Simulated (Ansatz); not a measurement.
The cluster CdCl2⁻. The state is a doublet with charge -1. Geometry r2SCAN-D4/def2-TZVPD, basis def2-TZVPD, Ansatz.

```xyz
3

Cd    0.526   -1.814   -0.087
Cl    0.253    1.114   -1.157
Cl   -0.779    0.700    1.244
```

| run | HOMO (eV) | LUMO (eV) |
| --- | --- | --- |
| A | -1.67 | 0.57 |
| B | -1.52 | 0.46 |
| C | -0.96 | -0.33 |
| D | -0.79 | -0.46 |

In the def2 sets Cd takes a core potential; there is no spin–orbit coupling. In the doublet, Cl2 and Cl3 lie 2.65 Å apart (atoms count from 1), so these atoms are partly bonded to each other. Another isomer (doublet) lies 1.87 eV lower at PBE0-D4/def2-TZVPD; other spin states weren't run for this one.

HOMO and LUMO are taken over both spins.

Problem. The runs used PBE, PBE0, r2SCAN, r2SCAN0. Estimate which is which.

Solution. A r2SCAN0 (25 % exact exchange); B PBE0 (25 % exact exchange); C r2SCAN (0 % exact exchange); D PBE (0 % exact exchange). Exact exchange lowers occupied and raises empty levels; among semilocal functionals meta-GGAs tend to open the gap a little, and such runs are hard to tell apart. The gap grows from 0.34 eV (PBE) to 2.24 eV (r2SCAN0).
